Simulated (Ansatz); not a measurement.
Reaction (ligand exchange at the Si–C bond): `FBOC[SiH3]` + `[NH2][Ge][OH]` → `[NH2][Ge][O][SiH3]` + `COBF`

Isolated molecules relaxed with PBE0-D4/def2-TZVP in Ansatz; ΔE leaves out vibrations. CCSD(T)/CBS is the MP2 limit (def2-TZVPP, def2-QZVPP) plus CCSD(T) − MP2 in def2-TZVPP, frozen cores. Functionals use def2-TZVPP. B3LYP here is the variant with VWN-RPA as its local correlation; programs differ in this. For Ge outer-core shells are correlated without core-valence functions, which leaves a few kJ/mol of doubt a bond. Scalar relativity is left out up to krypton. One conformer a species, not always the lowest.

Task: Is it downhill or uphill in electronic energy at CCSD(T)/CBS, and by how much? (An estimate is asked.)

Result: Computed: Downhill: ΔE = -1.28 eV.

Task: What do these levels give: PBE-D4, B3LYP-D4, ωB97M-V, PBE, r2SCAN, MP2/def2-TZVPP, SCS-MP2/def2-TZVPP, CCSD(T)/def2-TZVPP, MP2/def2-QZVPP, SCS-MP2/def2-QZVPP, HF/CBS(def2), CCSD/CBS(def2)? (Best estimate.)

Result: The calculation gave: PBE-D4 -1.12, B3LYP-D4 -1.28, ωB97M-V -1.25, PBE -1.13, r2SCAN -1.26, MP2/def2-TZVPP -1.33, SCS-MP2/def2-TZVPP -1.37, CCSD(T)/def2-TZVPP -1.29, MP2/def2-QZVPP -1.33, SCS-MP2/def2-QZVPP -1.36, HF/CBS(def2) -1.53, CCSD/CBS(def2) -1.31 eV.

Largest T1 diagnostic among the species: 0.014.

In def2-TZVPP, CCSD(T) changes the Hartree–Fock value by +0.21 eV (the triples alone add +0.03 eV) and MP2 by +0.17 eV. From PBE to PBE0 (25 % exact exchange), in def2-TZVPP and without D4, ΔE moves by −0.07 eV.
